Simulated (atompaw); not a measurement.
**Reading a pseudo-wave (As)**

Columns: radius, all-electron u(r) and pseudo u(r) of the 4p shell (level -13.36 eV) of arsenic in the configuration [Ar] 3d10 4s2 4p2; PBE, non-relativistic, PAW (atompaw) scheme, atompaw 4.2.0.5.

```tsv
r (bohr)	all-electron	pseudo
0.083	0.1757	0.0048
0.165	0.1212	0.0189
0.248	-0.0707	0.0420
0.331	-0.2300	0.0734
0.413	-0.3041	0.1115
0.496	-0.3012	0.1561
0.579	-0.2434	0.2054
0.662	-0.1532	0.2578
0.744	-0.0491	0.3112
0.827	0.0603	0.3655
0.910	0.1665	0.4187
0.992	0.2640	0.4689
1.075	0.3529	0.5163
1.158	0.4312	0.5594
1.240	0.4978	0.5972
1.323	0.5548	0.6301
1.406	0.6017	0.6576
1.488	0.6390	0.6794
1.571	0.6683	0.6963
1.654	0.6899	0.7082
1.737	0.7046	0.7157
1.819	0.7130	0.7190
1.902	0.7161	0.7188
1.985	0.7143	0.7152
2.067	0.7085	0.7087
2.150	0.6991	0.6991
```

How many radial nodes do the two functions have?

The all-electron 4p function has n − l − 1 = 2; the pseudo-wave has 0, since the states of the same l below it are removed with the core.

Where does each function peak?

Outermost all-electron maximum near 1.90 bohr, pseudo maximum near 1.82 bohr (to the table’s step).

Is the pseudo-wave norm-conserving?

No, it belongs to a PAW set: the norm inside the radius is not constrained, and the difference is carried by the augmentation charge.
